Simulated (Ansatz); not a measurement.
Species: P2H5, charge 1, singlet. P2H5+ (SMILES P[PH3+]).
B3LYP-D3(BJ)/def2-TZVP minimum from Ansatz (a first-principles code):
```xyz
7

P      1.0537    -0.0456     0.5334
P     -0.9516     0.0721    -0.3813
H      1.6206     0.6030    -0.5947
H      1.2315    -1.3516     0.0068
H     -1.8593    -0.7148     0.3375
H     -1.4421     1.3812    -0.3076
H     -1.0824    -0.3147    -1.7226
```
Charge +1, spin multiplicity 1.

Total energies in cc-pV(T+d)Z, 14 correlated electrons, 10 frozen orbitals. UHF or UKS for unpaired electrons; spin-orbit terms are left out. Correlated methods leave the cores frozen. No relativity.

```csv
method,program,energy (Eh),minus CCSDT(Q) (mEh)
HF,Ansatz,-684.16506,371.49
MP2,Ansatz,-684.47409,62.46
CCSD,Ansatz,-684.52080,15.75
CCSD(T),Ansatz,-684.53444,2.12
CCSDT(Q),Ansatz,-684.53655,0.00
```

Rough core times of Ansatz's runs on a shared machine: CCSD(T) under 20 s, CCSDT(Q) 50 min.
